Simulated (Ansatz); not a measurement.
`B[C@]1(Cl)C[C@H]1Cl`, charge 0, multiplicity 1.

Problem. Give a relaxed structure at PBE0-D4/def2-TZVP (the Gaussian-basis code of Ansatz). (Best estimate.)

Solution. Ansatz gave: 
Z-matrix (Å, degrees):
```
C
Cl 1 1.755
C 1 1.526 2 115.8
B 1 1.527 2 118.1 3 -151.1
C 1 1.542 2 117.4 3 64.7
H 3 1.083 1 118.1 2 -142.8
H 3 1.082 1 114.2 2 -1.2
H 4 1.191 1 122.1 2 -0.7
H 4 1.198 1 117.2 2 -180.0
Cl 5 1.734 1 120.1 2 6.3
H 5 1.081 1 115.9 2 144.9
```
This is one stationary point; other conformers may exist.
